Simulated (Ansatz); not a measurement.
Nb3H3Se9 was relaxed with PBE-D4 (def2-SVP) in Ansatz in these states: neutral singlet, neutral triplet. The geometries follow in no particular order.

In the def2 sets Nb takes a core potential; there is no spin–orbit coupling.

A:

```tsv
atom	x (Å)	y (Å)	z (Å)
Nb1	1.4429	-0.8778	-0.5362
Nb2	-0.1674	-0.0120	1.6843
Nb3	-1.1091	1.0371	-1.1668
Se4	3.4083	-2.3344	-1.0860
Se5	1.1023	0.9604	-2.3342
Se6	-0.9719	-1.4471	-1.7353
Se7	2.0637	0.9337	1.0964
Se8	0.4338	-2.4231	1.1846
Se9	-1.2705	2.2536	0.9824
Se10	-2.3606	-0.7430	0.1655
Se11	-0.5841	0.2291	4.1431
Se12	-2.6210	2.1131	-2.8583
H13	3.6244	-1.5146	-2.3165
H14	0.5183	-0.7068	4.5114
H15	-3.5090	2.5319	-1.7346
```

B:

```xyz
15

Nb   -1.454    0.290    0.690
Nb    0.081    0.024   -1.722
Nb    1.780   -0.079    1.147
Se   -3.858   -0.023    1.307
Se    0.218    1.439    2.288
Se    0.015   -1.858    1.646
Se   -1.056    2.109   -0.969
Se   -1.846   -1.452   -1.118
Se    2.375    0.985   -1.011
Se    1.374   -2.084   -0.366
Se   -0.361    0.112   -4.192
Se    3.738   -0.071    2.706
H    -3.671    1.076    2.313
H    -1.845    0.137   -4.261
H     4.510   -0.606    1.542
```

Problem. Judge from the bond lengths which geometry belongs to which state (an estimate).

Solution. A is the neutral triplet (Nb2–Nb3 3.181 Å, Nb2–Se10 2.766 Å, Nb3–Se5 2.502 Å); B is the neutral singlet (Nb2–Nb3 3.336 Å, Nb2–Se10 2.821 Å, Nb3–Se5 2.459 Å).

At PBE0-D4/def2-TZVP a singlet lies 0.57 eV below the neutral triplet.
